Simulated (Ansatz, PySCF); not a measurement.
CH4AlFOS. Atoms are numbered in the order given.

```xyz
9

Al     0.0134     0.8059     0.0000
F     -0.9498     2.1612     0.0000
O      1.7049     0.9265     0.0000
H      2.2260     1.7338     0.0000
S     -0.8844    -1.1584     0.0000
C      0.6426    -2.2088     0.0000
H      1.5547    -1.5991     0.0000
H      0.6247    -2.8433     0.8962
H      0.6247    -2.8433    -0.8962
```

Coordinates come from a B3LYP-D3(BJ)/def2-SVP optimisation. The structure was generated by enumeration; whether it is a known compound was not checked. Other conformers were not sampled.

Vertical ionisation energy (IE) and electron affinity (EA) in eV. Rows of orbital energies are one-electron estimates. Where ΔSCF, EOM or ADC give a negative EA the extra electron is unbound and the value depends on the basis.

```
level                                                                        IE     EA
------------------------------------------------------------------------  -----  -----
−ε(HOMO), −ε(LUMO), HF/def2-TZVP (PySCF)                                  10.01  -2.23
−ε(HOMO), −ε(LUMO), PBE/def2-TZVP (PySCF)                                  6.09   1.54
ΔSCF, CAM-B3LYP/def2-SVPD (Ansatz), final states of multiplicity 2 and 2   9.66  -0.31
ΔSCF, PBE/def2-SVPD (Ansatz), final states of multiplicity 2 and 2         9.46  -0.10
```

Q: What vertical singlet–triplet gap does ΔSCF give with CAM-B3LYP/def2-SVPD (Ansatz, a first-principles code) and with PBE/def2-SVPD (Ansatz)? (The exact figures need the calculation; the answer reports its results.)

A: 5.21 and 4.80 eV (triplet above singlet where positive).
